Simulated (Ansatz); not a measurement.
Energy profile

The step: GaH₃O₂ ([OH][GaH][OH]) + AsH₃ → GaAsH₄O₂ ([OH][Ga]([OH])[AsH2]) + H₂; bonds formed: H2–H5; dative contacts that become bonds: Ga1–As6; bonds broken: Ga1–H2, H5–As6 (atoms numbered as in the saddle structure below).

Ga1  (0.261, 0.702, 0.212)
H2  (-1.396, 0.501, -0.462)
O3  (1.322, 1.698, -0.836)
O4  (0.425, 0.982, 1.971)
H5  (-1.460, -0.490, -0.975)
As6  (-0.337, -1.674, -0.468)
H7  (1.189, 1.579, -1.778)
H8  (1.018, 1.711, 2.166)
H9  (-1.167, -1.886, 0.778)
H10  (0.143, -3.123, -0.610)
(Å)

Electronic energies by CCSD(T) at an estimated basis limit (MP2 extrapolated from triple and quadruple zeta, plus CCSD(T) − MP2 in triple zeta), on PBE0-D4/def2-TZVP structures; GaAsH$_{6}$O$_{2}$, singlet; no counterpoise correction. Program: Ansatz 0.2.0. Basis: def2-TZVPP and def2-QZVPP. Cores are frozen in the correlated methods. Filled d shells of the heavier atoms are correlated. The def2 sets are not built for correlating such inner shells, so the correlated values are less sure here. Extrapolation: Hartree–Fock as exp(−7.88 √X), correlation as X^−2.97.

Problem. Give the profile in kcal/mol, counted from the separated reactants. (To be estimated.)

Solution. By the calculation:
| point | kcal/mol |
| --- | --- |
| separated: GaH$_{3}$O$_{2}$ (linked as [OH][GaH][OH]; Ga1, H2, O3, O4, H7, H8; singlet) + AsH$_{3}$ (H5, As6, H9, H10; singlet) | 0.00 |
| start structure | -6.90 |
| saddle | 37.09 |
| end structure | -11.64 |
| separated: GaAsH$_{4}$O$_{2}$ (linked as [OH][Ga]([OH])[AsH2]; Ga1, O3, O4, As6, H7, H8, H9, H10; singlet) + H$_{2}$ (H2, H5; singlet) | -10.78 |

The T1 diagnostic stays at or below 0.015.

For scale, one of the runs: CCSD(T)/def2-TZVPP, 242 basis functions, launched by `ansatz run in.yaml --threads 8 --pin off --events-out ev --progress --plain --max-ram 19148MiB`. Time: 76 s of wall clock on 8 CPU threads of an Intel Xeon Platinum 8488C; the host was shared. Peak host memory: 5 GiB.
